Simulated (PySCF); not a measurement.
Problem. What does the PBE0-D3(BJ)/def2-SVP structure of `[AsH2][SiH2]CC=C` look like in three dimensions?

Solution. 
Z-matrix in Å and degrees, rows numbered from 1:
```
C 
C   1  1.3354
C   2  1.4931  1  125.99
Si  3  1.8990  2  111.68  1   102.27
As  4  2.3744  3  108.92  2    52.57
H   1  1.0950  2  121.79  3     2.17
H   1  1.0926  2  121.19  3  -178.07
H   2  1.0982  1  118.28  3   177.75
H   3  1.1027  2  111.33  1   -18.27
H   3  1.1036  2  111.03  1  -137.95
H   4  1.4973  3  109.94  2   170.35
H   4  1.4954  3  109.45  2   -70.35
H   5  1.5251  4   92.18  3   -81.74
H   5  1.5254  4   92.10  3  -174.36
```

Si4 (SiH2 silicon) is tetrahedral (angles from 107.7° to 112.1°). The C–C distances run from 1.335 Å (C1=C2, drawn double) to 1.493 Å (C2–C3, drawn single), a spread of 0.158 Å. As5 (arsenic bonded to Si and 2 H) is pyramidal (angles 92.5°, 92.2° and 92.1°, sum 276.8°, 0.94 Å off the plane of its three neighbours).

Method used: PBE0-D3(BJ)/def2-SVP geometry optimisation, gas phase (PySCF).

Point group: C1 (no symmetry element, even within 0.4 Å). PBE0-D3(BJ)/def2-SVP frequencies: not computed here. One conformer, not necessarily the lowest (C1–C2–C3–Si4 102°, C2–C3–Si4–As5 53°, C3–Si4–As5–H -82° and -174°).
